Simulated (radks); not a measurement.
Task: Species: Eu62+. Configuration: 1s1. Method: scalar-relativistic Kohn-Sham, PBE, spin-unpolarised, spherical densities, point nucleus; without spin polarisation the odd electron is poorly described; computed with a radial shooting solver on a logarithmic mesh with Libxc functionals. Some entries of the table are withheld. Estimate them.

orbital  occ.  eigenvalue (eV)  <r> (bohr)
1s          1        -56640.65     0.02207
2s          0              (1)         (2)
2p          0              (3)     0.07667

Result: 
(1) 2s eigenvalue (eV): -14220.74
(2) 2s <r> (bohr): 0.08869
(3) 2p eigenvalue (eV): -13606.10
